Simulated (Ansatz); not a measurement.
System: WF, net charge 0, quartet state. The spin state was set by rule; other spins were not relaxed. SMILES: [F][W]
Geometry: optimised at B3LYP-D3(BJ)/def2-TZVP (Ansatz, a quantum-chemistry and plane-wave program).

Property: atomisation energy (electronic, to ground-state atoms), in kcal/mol. Cores are frozen in the correlated levels unless marked. UHF or UKS for open shells. No spin-orbit coupling. Frozen are the shells of the preceding noble gas and the d and f shells that filled before the atom's block. In def2 rows, elements after Kr have scalar-relativistic effective core potentials.  The program attaches cautions to a run behind CCSDT/def2-SVP: over screen.

```csv
level,program,atomisation energy (kcal/mol)
RI-HF/def2-TZVPP,Ansatz,72.6
revPBE-D3(BJ)/def2-TZVPD,Ansatz + dftd3,120.2
B3LYP-D4/def2-TZVPD,Ansatz + dftd4,119.0
B3LYP/def2-TZVPD,Ansatz,118.1
PBE0/def2-TZVPD,Ansatz,116.1
BHLYP-D3(BJ)/def2-TZVPD,Ansatz + dftd3,107.1
BHLYP/def2-TZVPD,Ansatz,106.4
r2SCAN0/def2-TZVPD,Ansatz,111.8
LC-wPBE-D4/def2-TZVPD,Ansatz + dftd4,122.8
RPA@PBE/def2-TZVPP,Ansatz,105.2
RI-MP2/def2-TZVPP,Ansatz,117.6
RI-MP2/def2-TZVPPD,Ansatz,118.3
CCSD/def2-QZVPPD,Ansatz,112.8
CCSDT/def2-SVP,Ansatz,95.1
```

The UHF reference is spin-contaminated (<S^2> 0.48 over the pure value in the largest basis). The Hartree-Fock reference is unstable (checked in the largest basis), which strains HF and MP2. The T1 diagnostic of CCSD in the largest basis is 0.070, which is high, so the coupled-cluster rows are less sure than usual.
